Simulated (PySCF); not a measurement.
CH4AlFOS. Atoms are numbered in the order given.

```xyz
9

Al     0.0128     0.8061     0.0000
F     -0.9465     2.1794     0.0000
O      1.7218     0.9039     0.0000
H      2.2088     1.7422     0.0000
S     -0.8942    -1.1639     0.0000
C      0.6428    -2.1985     0.0000
H      1.5571    -1.5771     0.0000
H      0.6315    -2.8381     0.9024
H      0.6315    -2.8381    -0.9024
```

Geometry: PBE-D3(BJ)/def2-SVP. The values are those of a single conformer.

Method: TDDFT-M06-2X/def2-SVPD run with PySCF.

Vertical excitations. Gas-phase values at a fixed geometry. State labels are in the subgroup Cs.

| state | symmetry | energy (eV) | λ (nm) | f | main pairs |
|---|---|---|---|---|---|
| S1 | A" | 5.24 | 236 | 0.028 | HOMO→LUMO 86 % |
| S2 | A" | 5.85 | 212 | 0.006 | HOMO→LUMO+1 79 % |
| S3 | A' | 6.34 | 196 | 0.009 | HOMO→LUMO+2 63 %, HOMO−1→LUMO 28 % |
| S4 | A' | 7.00 | 177 | 0.233 | HOMO−1→LUMO 63 %, HOMO→LUMO+2 27 % |
| S5 | A" | 7.28 | 170 | 0.020 | HOMO→LUMO+3 51 %, HOMO→LUMO+4 38 % |
| S6 | A' | 7.35 | 169 | 0.012 | HOMO−1→LUMO+1 79 % |
| S7 | A" | 7.46 | 166 | 0.000 | HOMO−1→LUMO+2 72 %, HOMO−2→LUMO 13 % |
| S8 | A" | 7.66 | 162 | 0.005 | HOMO→LUMO+3 26 %, HOMO→LUMO+6 23 %, HOMO→LUMO+4 20 %, HOMO→LUMO 8 % |
| S9 | A" | 7.73 | 160 | 0.042 | HOMO−2→LUMO 71 % |
| S10 | A' | 7.93 | 156 | 0.033 | HOMO→LUMO+5 93 % |
| T1 | A" | 4.97 | 249 | 0 | HOMO→LUMO 81 % |
| T2 | A" | 5.47 | 227 | 0 | HOMO→LUMO+1 73 %, HOMO→LUMO+9 15 % |
| T3 | A' | 5.66 | 219 | 0 | HOMO→LUMO+2 83 % |
| T4 | A' | 6.26 | 198 | 0 | HOMO−1→LUMO 73 % |
Triplets are in the Tamm–Dancoff approximation, which puts them higher than full response would, so one can lie above its singlet here.
